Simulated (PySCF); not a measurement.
Working out the excitation energy of In

In [Kr] 4d10 5s2 5p1 (2P) → In [Kr] 4d10 5s2 6s1 (2S). Computed with PySCF 2.14 in aug-cc-pVDZ-PP with ECP28MDF (5s4p3d, 32 functions), with scalar relativity through the core potential. Frozen: 4s2 4p6 4d10. Energies in hartree (1 hartree = 27.21139 eV):

```json
{"part": "UHF", "In (lower)": "-189.205582", "In (upper)": "-189.104670"}
{"part": "MP2 opposite-spin", "In (lower)": "-0.023699", "In (upper)": "-0.023913"}
{"part": "MP2 same-spin", "In (lower)": "-0.002006", "In (upper)": "-0.002005"}
```

Question: What does Hartree-Fock give?

Answer: (-189.104670) − (-189.205582) = 0.100912 hartree = 2.746 eV.

Question: What do MP2 and SCS-MP2 (6/5 opposite-spin, 1/3 same-spin) give?

Answer: The opposite-spin parts differ by -0.006 eV and the same-spin parts by 0.000 eV. MP2: 2.746 + (-0.006) + (0.000) = 2.740 eV. SCS-MP2: 2.746 + 1.2 × (-0.006) + (0.000)/3 = 2.739 eV.

Measured between the centres of the two terms (NIST): 2.839 eV, so MP2 (valence) is off by -0.099 eV.

A double-zeta basis recovers only part of the correlation energy.

What remains against the reference includes basis incompleteness, the frozen core and correlation beyond second order.
